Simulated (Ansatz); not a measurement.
`C[SiH](F)[SiH3]` → `C[SiH2]F` + `[SiH2]` at 298.15 K and 1 bar (silylene loss).

Gas-phase electronic energies from Ansatz, PBE0-D4/def2-TZVP geometries. CCSD(T)/CBS is the MP2 limit (def2-TZVPP, def2-QZVPP) plus CCSD(T) − MP2 in def2-TZVPP, frozen cores. This one scheme is used for every species.

| species | CCSD(T)/CBS energy (Eh) | H − E (kJ/mol) | S (J/(mol·K)) |
| --- | --- | --- | --- |
| `C[SiH](F)[SiH3]` | -720.28056 | 213.7 | 349.9 |
| `C[SiH2]F` | -430.00374 | 162.8 | 286.2 |
| `[SiH2]` | -290.19011 | 40.6 | 207.5 |

H − E and S are ideal-gas, rigid-rotor, harmonic terms from PBE0-D4/def2-TZVP, for one conformer and one mirror image of each species. 1 Eh = 2625.50 kJ/mol, R = 8.31446 J/(mol·K).

Q: By hand: ΔE, ΔH, ΔS and ΔG.

A: ΔE = (-430.00374) + (-290.19011) − (-720.28056) = 0.08671 Eh = 227.7 kJ/mol. Δ(H − E) = 162.8 + 40.6 − 213.7 = -10.3, so ΔH = 217.4 kJ/mol. ΔS = 286.2 + 207.5 − 349.9 = 143.8 J/(mol·K). ΔG = 217.4 − 298.15 × (143.8)/1000 = 174.5 kJ/mol.

Q: By hand: the equilibrium constant, and the temperature at which ΔG would vanish if ΔH and ΔS stayed fixed.

A: log₁₀ K = −ΔG/(RT ln 10) = -30.6. ΔG = 0 at ΔH/ΔS = 1512 K.

The number of gas molecules changes by +1, which sets the sign of ΔS. A doubt of 5 kJ/mol in ΔE shifts log₁₀ K by 0.9 here. Other conformers and mirror images would add mixing entropy, several J/(mol·K) or more a flexible species. These are equilibria of isolated gas molecules and say nothing of rates. Largest T1 diagnostic: 0.014 (customary marks: 0.02 for closed shells, 0.045 for open ones).
